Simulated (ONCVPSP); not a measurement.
What the settings do to the ONCV potential of xenon

Base potential:

ONCVPSP 4.0.1 input, shortened (lines: element, Z, core and valence counts, functional; n l f; lmax; l rc ep ncon nbas qcut; lloc lpopt rc5 dvloc0; l nproj debl; icmod fcfact rcfact), BLYP, scalar-relativistic:

```
  Xe 54.00    9    2  -106131      upf
    1    0    2.00
    2    0    2.00
    2    1    6.00
    3    0    2.00
    3    1    6.00
    3    2   10.00
    4    0    2.00
    4    1    6.00
    4    2   10.00
    5    0    2.00
    5    1    6.00
    1
    0    1.40    0.00    4    7    4.30
    1    1.55    0.00    4    7    4.50
    4    1    1.05   -1.00
    0    2    2.10
    1    2    2.60
    3    3.50    1.25
```

Cutoffs, loose and tight: the cutoffs (Ha) at which the residual kinetic energy of the hardest occupied pseudo-wave falls to 1 and 0.1 mHa per electron. They do not see the model core or the augmentation charge, which bear on the density cutoff. Test errors are all-electron minus pseudo excitation energies from the reference, over the configurations 5s2 5p5; 5s2 5p4; 5s2 5p3; 5s2 5p2. A dash means not determined; rows that change the core or the reference have their own tests.

A true bound ghost makes a file unfit for plane-wave use even where its test errors are small: the radial tests pick states by their node count and pass the ghost by.

```tsv
change	outcome	cutoff, loose	cutoff, tight	bound ghosts	GHOST(+) flags above zero	largest test error (meV)
base	generated	58 Ha	72 Ha	s, p	s, p	-7.6
core correction Teter function, fcfact 1.5, rcfact 1.25	generated	58 Ha	72 Ha	s, p	s, p	+63
core correction Teter function, fcfact 2.5, rcfact 1.25	generated	58 Ha	72 Ha	s, p	s, p	+30
core correction Teter function, fcfact 3.2, rcfact 1.25	generated	58 Ha	72 Ha	s, p	s, p	+4.8
core correction Teter function, fcfact 4.1, rcfact 1.25	generated	58 Ha	72 Ha	s, p	s, p	-27
core correction Teter function, fcfact 5.1, rcfact 1.25	generated	58 Ha	72 Ha	s, p	s, p	-60
core correction Teter function, fcfact 5.7, rcfact 1.25	generated	58 Ha	72 Ha	s, p	s, p	-80
core correction Teter function, fcfact 6.7, rcfact 1.25	generated	58 Ha	72 Ha	s, p	s, p	-110
core correction Teter function, fcfact 7.7, rcfact 1.25	generated	58 Ha	72 Ha	s, p	s, p	-140
```

Reading the sweep of the fcfact (base included, trends over the rows without a ghost): Bound ghosts are found at 1.5, 2.5, 3.2, 3.5, 4.1, 5.1, 5.7, 6.7, 7.7. Every judged row has one, so this setting neither creates nor removes them.
